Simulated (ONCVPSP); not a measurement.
# PW91 ONCV dataset for carbon (C), scalar-relativistic all-electron reference.

The input file (ONCVPSP 4.0.1):

```
# ATOM AND REFERENCE CONFIGURATION
# atsym  z   nc   nv     iexc    psfile
  C 6.00    1    1  -109134      upf
#
#   n    l    f
    1    0    2.00
    2    0    2.00
#
# PSEUDOPOTENTIAL AND OPTIMIZATION
# lmax
    1
#
#   l,   rc,      ep,       ncon, nbas, qcut
    0    1.10    0.00    4    8    5.70
    1    1.15    0.11    4    8    8.20
#
# LOCAL POTENTIAL
# lloc, lpopt,  rc(5),   dvloc0
    4    2    0.90    0.00
#
# VANDERBILT-KLEINMAN-BYLANDER PROJECTORs
# l, nproj, debl
    0    2    3.20
    1    2    2.30
#
# MODEL CORE CHARGE
# icmod, fcfact, rcfact
    0    0.00    0.00
#
# LOG DERIVATIVE ANALYSIS
# epsh1, epsh2, depsh
   -3.00    5.00    0.02
#
# OUTPUT GRID
# rlmax, drl
    6.00    0.01
#
# TEST CONFIGURATIONS
# ncnf
    4
# nvcnf
#   n    l    f
    2
    2    0    2.00
    2    1    2.00
#
    2
    2    0    2.00
    2    1    1.00
#
    1
    2    0    1.00
#
    2
    2    0    1.00
    2    1    3.00
#
```

Command:

```bash
oncvpsp.x < C.dat > C.out
```

The program printed (shortened: citation, most of the input echo, consistency checks and plot data are left out):

```
ONCVPSP  (Optimized Norm-Conservinng Vanderbilt PSeudopotential)
scalar-relativistic version 4.0.1

#   n    l    f        energy (Ha)
    1    0    2.00    -1.1352852E+01
    2    0    2.00    -1.4862366E+00

Reference configufation results
  iterations    25
  all-electron total energy (Ha)   -3.65049971D+01

Begin loop to  construct optimized pseudo wave functions
and semi-local pseudopoentials for all angular momenta

   Wellstate for l =  0  n =  4
     eigenvalue =   1.7138
     asymptotic potential =   2.2138
     half-point radius =  2.6259

Calculating optimized projector #   1

 for l=   0

    Fraction of norm inside rc  0.353433
    Optimizing pswf for qcut=   5.69 a_B^-1,  ecut=  16.21 Ha
    Residual kinetic energy error=  3.11D-03 Ha

    Energy error per electron        Cutoff
         Ha          eV             Ha
         0.01000     0.27211       12.55
         0.00100     0.02721       32.98
         0.00010     0.00272      126.44
         0.00001     0.00027      149.82

Calculating optimized projector #   2

 for l=   0

    Fraction of norm inside rc  0.057977
    Optimizing pswf for qcut=   5.69 a_B^-1,  ecut=  16.21 Ha
    Residual kinetic energy error=  2.87D-03 Ha

    Energy error per electron        Cutoff
         Ha          eV             Ha
         0.01000     0.27211       12.62
         0.00100     0.02721       19.76
         0.00010     0.00272       70.93
         0.00001     0.00027      182.89

WARNING wellstate: moderately localized bound state found for n= 2 l=  1
WARNING scattering state with energy  0.05000000
WARNING will be used for the first projector

   Wellstate for l =  1  n =  4
     eigenvalue =   0.0500
     asymptotic potential =   0.5500
     half-point radius =  7.4423

   Wellstate for l =  1  n =  5
     eigenvalue =   2.3500
     asymptotic potential =   2.8500
     half-point radius =  3.4902

Calculating optimized projector #   1

 for l=   1

    Fraction of norm inside rc  0.044352
    Optimizing pswf for qcut=   8.19 a_B^-1,  ecut=  33.54 Ha
    Residual kinetic energy error=  8.37D-05 Ha

    Energy error per electron        Cutoff
         Ha          eV             Ha
         0.01000     0.27211       15.20
         0.00100     0.02721       24.66
         0.00010     0.00272       33.09
         0.00001     0.00027      130.05

Calculating optimized projector #   2

 for l=   1

    Fraction of norm inside rc  0.043594
    Optimizing pswf for qcut=   8.19 a_B^-1,  ecut=  33.54 Ha
    Residual kinetic energy error=  5.03D-04 Ha

    Energy error per electron        Cutoff
         Ha          eV             Ha
         0.01000     0.27211       21.49
         0.00100     0.02721       31.01
         0.00010     0.00272       45.50
         0.00001     0.00027      106.63

Construct Vanderbilt / Kleinmman-Bylander projectors

B matrix Hermiticity error, ll=   0
   1   2   -1.3330E-04

  Orthonormal projector coefficients  6.9875E+00  1.6377E+00

B matrix Hermiticity error, ll=   1
   1   2    2.8543E-05

  Orthonormal projector coefficients -4.9972E+00 -1.8616E+00

Pseudoatom total energy   -4.094030

Diagnostic tests using Vanderbilt-Kleinman-Bylander pseudopotentials
  1 or more projectors used as specified by nproj input data

   l    rcore       rmatch      e in        delta e   norm test  slope test

   0   1.1035545   1.1370608  -1.4862366  -0.0000089   1.0000376   1.0003770
   0   1.1035545   1.1370608   1.7137633   0.0000070   1.0002053   1.0002053

   1   1.1507464   1.1856856   0.0500000   0.0000003   1.0001031   1.0001031
   1   1.1507464   1.1856856   2.3500000   0.0000106   1.0001784   1.0001784

 Testing for bound ghosts
   n   l    E NL Schr. Eq   E Basis Diag.   E Cutoff

   1   0       -1.486246       -1.468285    213.95

   2   1       -1.169982       -1.153498    230.38

 Testing for highly-localized positive-energy ghosts
       l    <radius>/rc     E Basis Diag.   E Cutoff

Test configuration 0

   n   l     f        eae           eps        diff
   1   0  2.0000  -11.35285218
   2   0  2.0000   -1.48623665   -1.48624558   -8.93D-06

    Total energies and differences
      AE_ref= -3.65049971D+01  AE_tst= -3.65049971D+01  dif=  0.00D+00
      PS_ref= -4.09403044D+00  PS_tst= -4.09403044D+00  dif=  1.78D-15
      PSP excitation error= -1.78D-15

Test configuration 1

   n   l     f        eae           eps        diff
   1   0  2.0000  -10.05846025
   2   0  2.0000   -0.50701518   -0.50550360    1.51D-03
   2   1  2.0000   -0.19634275   -0.19795486   -1.61D-03

    Total energies and differences
      AE_ref= -3.65049971D+01  AE_tst= -3.77971084D+01  dif= -1.29D+00
      PS_ref= -4.09403044D+00  PS_tst= -5.39200758D+00  dif= -1.30D+00
      PSP excitation error=  5.87D-03

Test configuration 2

   n   l     f        eae           eps        diff
   1   0  2.0000  -10.61145584
   2   0  2.0000   -0.94875993   -0.94935922   -5.99D-04
   2   1  1.0000   -0.62764598   -0.63146162   -3.82D-03

    Total energies and differences
      AE_ref= -3.65049971D+01  AE_tst= -3.73955122D+01  dif= -8.91D-01
      PS_ref= -4.09403044D+00  PS_tst= -4.98757286D+00  dif= -8.94D-01
      PSP excitation error=  3.03D-03

Test configuration 3

   n   l     f        eae           eps        diff
   1   0  2.0000  -12.21088294
   2   0  1.0000   -2.06397957   -2.05949647    4.48D-03

    Total energies and differences
      AE_ref= -3.65049971D+01  AE_tst= -3.47315874D+01  dif=  1.77D+00
      PS_ref= -4.09403044D+00  PS_tst= -2.32228671D+00  dif=  1.77D+00
      PSP excitation error=  1.67D-03

Test configuration 4

   n   l     f        eae           eps        diff
   1   0  2.0000  -10.09290616
   2   0  1.0000   -0.52333717   -0.52056919    2.77D-03
   2   1  3.0000   -0.21184172   -0.21292827   -1.09D-03

    Total energies and differences
      AE_ref= -3.65049971D+01  AE_tst= -3.74860017D+01  dif= -9.81D-01
      PS_ref= -4.09403044D+00  PS_tst= -5.08441122D+00  dif= -9.90D-01
      PSP excitation error=  9.38D-03
```

The run took about 5.6 s on one core of a shared server CPU.
